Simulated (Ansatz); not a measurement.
CH4S2Si, SMILES `S=C[SiH2]S`. Charge 0, multiplicity 1.

Cartesian coordinates in Å:
```
S -0.771 -1.112 2.126
C 0.293 -0.835 0.947
Si -0.205 -0.132 -0.720
S 0.650 1.812 -0.947
H 1.355 -1.028 1.129
H -1.683 -0.118 -0.798
H 0.402 -0.929 -1.816
H -0.040 2.341 0.078
```

Task: Give the diagnostics of a CCSD(T)/def2-TZVPP run (frozen core, Ansatz). (Best estimate.)

Result: The calculation gave: T1 = 0.0144, largest single amplitude 0.026, largest double 0.098, (T) share of the correlation energy 4.7 %, 10 CCSD cycles. The RHF solution is unstable towards an unrestricted one. T1 lies under the customary mark of 0.02 for closed shells.
